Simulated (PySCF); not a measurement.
Compound: C2H5ClGe.
SMILES with atom numbers: `[Cl:1]/[CH:2]=[CH:3]/[GeH3:4]` (hydrogens: H5 on C2; H6 on C3; H7, H8, H9 on Ge4)

Jobs on this species (9 atoms, 66 electrons) with PySCF (density fitting). Hardware of each: one thread of an Arm Neoverse V1, on a shared host. Times come from a shared host and carry two figures at best. Peak memory is the resident size of the whole Python process, interpreter and libraries included.

| level and settings | work | basis functions | SCF cycles | wall time | peak memory |
| --- | --- | --- | --- | --- | --- |
| delta-SCF UKS SCAN, def2-TZVP on the ionised atom, pcseg-1 elsewhere, spin-free X2C | ΔSCF core ionisation, 4 holes | 117 | ? | ? | ? |
| delta-SCF UKS PBE0, pcX-2 on the ionised atom, pcseg-1 elsewhere, spin-free X2C | ΔSCF core ionisation, 4 holes | 140 | ? | ? | ? |
| delta-SCF UKS HF, pcX-2 on the ionised atom, pcseg-1 elsewhere, spin-free X2C | ΔSCF core ionisation, 4 holes | 140 | ? | ? | ? |
| delta-SCF UKS SCAN, pcX-1 on the ionised atom, pcseg-1 elsewhere, spin-free X2C | ΔSCF core ionisation, 4 holes | 120 | 62 | 13 s | 0.53 GiB |
| delta-SCF UKS B3LYP, pcX-2 on the ionised atom, pcseg-1 elsewhere, spin-free X2C | ΔSCF core ionisation, 4 holes | 140 | 55 | 23 s | 0.53 GiB |
| delta-SCF UKS SCAN, pcX-2 on the ionised atom, pcseg-1 elsewhere, spin-free X2C | ΔSCF core ionisation, 4 holes | 140 | 64 | 16 s | 0.42 GiB |
| PBE0-D3(BJ)/def2-SVP, grid level 1 | geometry optimisation from a GFN2-xTB start shaken at random | 103 | 40 | 25 s | 0.42 GiB |
| delta-SCF UKS PBE, pcX-2 on the ionised atom, pcseg-1 elsewhere, spin-free X2C | ΔSCF core ionisation, 4 holes | 140 | 60 | 10 s | 0.53 GiB |
| delta-SCF UKS SCAN, pcX-2 on the ionised atom, pcseg-1 elsewhere, non-relativistic | ΔSCF core ionisation, 4 holes | 140 | 65 | 16 s | 0.53 GiB |

Task: Fill in the missing figures.

Result: 
- delta-SCF UKS SCAN, def2-TZVP on the ionised atom, pcseg-1 elsewhere, spin-free X2C; ΔSCF core ionisation, 4 holes: 15 s, 0.53 GiB, 64 SCF cycles
- delta-SCF UKS PBE0, pcX-2 on the ionised atom, pcseg-1 elsewhere, spin-free X2C; ΔSCF core ionisation, 4 holes: 22 s, 0.53 GiB, 55 SCF cycles
- delta-SCF UKS HF, pcX-2 on the ionised atom, pcseg-1 elsewhere, spin-free X2C; ΔSCF core ionisation, 4 holes: 17 s, 0.53 GiB, 63 SCF cycles

Task: What do all jobs in the table cost together?

Result: About 2.6 min; the longest takes about 16 % of that, and about 2.5 times as long as the shortest.
